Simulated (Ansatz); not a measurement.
Gas-phase reaction R1 → 2 P1, each structure at its B3LYP-D3(BJ)/def2-TZVP stationary point, reached from a drawn start (curvature not checked).
R1: O2 (SMILES O=O), charge 0, multiplicity 3.
P1: O atom, charge 0, multiplicity 3.

P less R. No zero-point or thermal terms; open shells are unrestricted; no spin–orbit coupling.

Frozen-core correlation throughout.

The values were computed with Ansatz (Gaussian orbitals). All values are computed, each at the level named.

Task: What is the computed reaction energy (CAM-B3LYP/def2-TZVPP)?

Result: 124.5 kcal/mol

Task: Predict the reaction energy from CCSD(T)/cc-pVQZ.

Result: 117.2 kcal/mol

Task: Give the reaction energy at the level SCS-MP2/cc-pVDZ.

Result: 104.0 kcal/mol

Ansatz is a program for electronic structure.
